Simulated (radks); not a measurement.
Values are calculated unless marked as measured or tabulated.
Species: Sr. Configuration: [Ar] 3d10 4s1.5 4p6 5s2 5p0.5 (fractional occupations, a model configuration). Code: a radial shooting solver on a logarithmic mesh with Libxc functionals. Model: scalar-relativistic Kohn-Sham, RPBE, spin-unpolarised, spherical densities, finite nucleus; Fermi nuclear charge, rms radius 4.224 fm. Some entries of the table are withheld. Estimate them.

| orbital | occ. | eigenvalue (Ry) | r(max) (bohr) | <r^2> (bohr^2) |
|---|---|---|---|---|
| 1s | 2 | -1171.807 | 0.02553 | 0.002066 |
| 2s | 2 | -158.9809 | 0.1451 | 0.03506 |
| 2p | 6 | -141.2779 | 0.1161 | 0.02765 |
| 3s | 2 | -24.89146 | (1) | 0.2776 |
| 3p | 6 | -19.17791 | 0.4308 | 0.2897 |
| 3d | 10 | (2) | 0.3767 | 0.3019 |
| 4s | 1.5 | (3) | 1.187 | 2.046 |
| 4p | 6 | -1.91813 | 1.316 | 2.705 |
| 5s | 2 | -0.32288 | 3.530 | (4) |
| 4d | 0 | -0.21520 | 1.889 | (5) |
| 5p | 0.5 | -0.13363 | 4.459 | 33.97 |

Answer. 
(1) 3s r(max) (bohr): 0.4358
(2) 3d eigenvalue (Ry): -9.75389
(3) 4s eigenvalue (Ry): -3.27202
(4) 5s <r^2> (bohr^2): 18.77
(5) 4d <r^2> (bohr^2): 9.857
